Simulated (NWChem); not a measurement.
Species: C3H5F3; SMILES CCC(F)(F)F

```xyz
11

C      0.0678     2.0691     0.0000
C     -0.8085     0.8296     0.0000
C     -0.0209    -0.4538     0.0000
F      0.7687    -0.5521    -1.0769
F     -0.8282    -1.5195     0.0000
F      0.7687    -0.5521     1.0769
H      0.7138     2.0969     0.8894
H      0.7138     2.0969    -0.8894
H     -0.5494     2.9782     0.0000
H     -1.4618     0.7989     0.8852
H     -1.4618     0.7989    -0.8852
```
Atoms are numbered in this order, from 1.

All runs: NWChem. Pople sets run with spherical d functions. All runs use the structure optimised with PBE0/def2-SVP. Atomic charges in e: unrestrained fits to the electrostatic potential beside Mulliken populations; buried atoms are poorly determined by the fit.

### Question
Estimate the computed values for Hartree-Fock/6-31G*. Quantities: ESP C1; Mulliken C1; ESP C2; Mulliken C2; ESP C3; Mulliken C3; ESP F4; Mulliken F4; ESP F5; Mulliken F5; relative RMS misfit of the potential (%).

### Answer
```
Property                                  Value
----------------------------------------  -----
ESP C1                                    -0.08
Mulliken C1                               -0.52
ESP C2                                    -0.05
Mulliken C2                               -0.46
ESP C3                                     0.86
Mulliken C3                                1.29
ESP F4                                    -0.29
Mulliken F4                               -0.42
ESP F5                                    -0.31
Mulliken F5                               -0.42
relative RMS misfit of the potential (%)     24
```
